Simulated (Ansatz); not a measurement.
`O[Si](O)([SiH3])Br` → `O[SiH](O)Br` + `[SiH2]`  (silylene loss)

Gas-phase electronic energies from Ansatz, PBE0-D4/def2-TZVP geometries. CCSD(T)/CBS adds triple-zeta CCSD(T) − MP2 to the extrapolated MP2 energy (def2 sets, frozen cores). This one scheme is used for every species. Functionals use def2-TZVPP. B3LYP here is the variant with VWN-RPA as its local correlation; programs differ in this. For Br outer-core shells are correlated without core-valence functions, which leaves a few kJ/mol of doubt a bond. Scalar relativity is left out up to krypton. One conformer a species, not always the lowest.

`O[Si](O)([SiH3])Br`:

Cartesian coordinates in Å:
```
O 0.737 -0.253 -1.796
Si 0.584 -0.257 -0.176
O 1.782 0.654 0.469
Si -1.577 0.454 0.335
Br 0.849 -2.329 0.652
H 1.595 -0.462 -2.173
H 2.131 0.389 1.322
H -1.728 0.456 1.814
H -2.564 -0.480 -0.262
H -1.807 1.828 -0.184
```

`O[SiH](O)Br`:

Z-matrix (Å, degrees):
```
Si
O 1 1.631
Br 1 2.230 2 107.4
O 1 1.621 2 109.9 3 -121.9
H 1 1.469 2 113.6 3 119.3
H 2 0.958 1 117.9 3 -25.3
H 4 0.959 1 118.6 2 53.3
```

`[SiH2]`:

Cartesian coordinates in Å:
```
Si 0.613 -0.335 0.139
H 0.167 1.125 0.146
H -0.780 -0.790 -0.285
```

```csv
level,ΔE (eV),difference from CCSD(T)/CBS
LDA (SPW92),2.81,0.41
BHLYP-D4,2.46,0.06
CAM-B3LYP-D4,2.43,0.03
B2PLYP,2.33,-0.07
B3LYP,2.24,-0.16
BHLYP,2.30,-0.10
HF/def2-TZVPP,2.10,-0.30
CCSD(T)/def2-TZVPP,2.32,-0.08
MP2/def2-QZVPP,2.52,0.12
CCSD/CBS(def2),2.34,-0.06
CCSD(T)/CBS,2.40,0
```

Largest T1 diagnostic among the species: 0.014.

From BLYP to BHLYP (50 % exact exchange), in def2-TZVPP and without D4, ΔE moves by +0.17 eV. In def2-TZVPP, CCSD(T) changes the Hartree–Fock value by +0.22 eV (the triples alone add +0.06 eV) and MP2 by +0.38 eV. The D4 term adds +0.16 eV with B3LYP and +0.09 eV with PBE0; it sums over pairs of atoms, weighted by their polarisabilities, and B3LYP, whose exchange is more repulsive, gets the larger term.
